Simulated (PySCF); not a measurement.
**Radial density of N (nitrogen, neutral)**

UHF, [He] 2s2 2p3, high-spin 4S determinant. All numbers are calculated (PySCF 2.14, the non-relativistic Hamiltonian (point nucleus), in aug-cc-pVDZ (4s3p2d, 23 functions)).

```json
{"r (bohr)": "0.00476", "4πr²ρ (e/bohr)": "0.05475", "4πr²(ρα − ρβ)": "0.0001"}
{"r (bohr)": "0.00801", "4πr²ρ (e/bohr)": "0.1487", "4πr²(ρα − ρβ)": "0.0003"}
{"r (bohr)": "0.0135", "4πr²ρ (e/bohr)": "0.3884", "4πr²(ρα − ρβ)": "0.0007"}
{"r (bohr)": "0.0227", "4πr²ρ (e/bohr)": "0.9685", "4πr²(ρα − ρβ)": "0.0018"}
{"r (bohr)": "0.0381", "4πr²ρ (e/bohr)": "2.208", "4πr²(ρα − ρβ)": "0.0045"}
{"r (bohr)": "0.0641", "4πr²ρ (e/bohr)": "4.365", "4πr²(ρα − ρβ)": "0.0107"}
{"r (bohr)": "0.108", "4πr²ρ (e/bohr)": "6.771", "4πr²(ρα − ρβ)": "0.0287"}
{"r (bohr)": "0.181", "4πr²ρ (e/bohr)": "7.098", "4πr²(ρα − ρβ)": "0.1065"}
{"r (bohr)": "0.305", "4πr²ρ (e/bohr)": "4.162", "4πr²(ρα − ρβ)": "0.4082"}
{"r (bohr)": "0.513", "4πr²ρ (e/bohr)": "2.263", "4πr²(ρα − ρβ)": "1.1506"}
{"r (bohr)": "0.863", "4πr²ρ (e/bohr)": "3.381", "4πr²(ρα − ρβ)": "1.9877"}
{"r (bohr)": "1.45", "4πr²ρ (e/bohr)": "2.700", "4πr²(ρα − ρβ)": "1.5377"}
{"r (bohr)": "2.44", "4πr²ρ (e/bohr)": "0.6672", "4πr²(ρα − ρβ)": "0.3985"}
{"r (bohr)": "4.11", "4πr²ρ (e/bohr)": "0.03516", "4πr²(ρα − ρβ)": "0.0251"}
{"r (bohr)": "6.91", "4πr²ρ (e/bohr)": "0.0002601", "4πr²(ρα − ρβ)": "0.0002"}
```
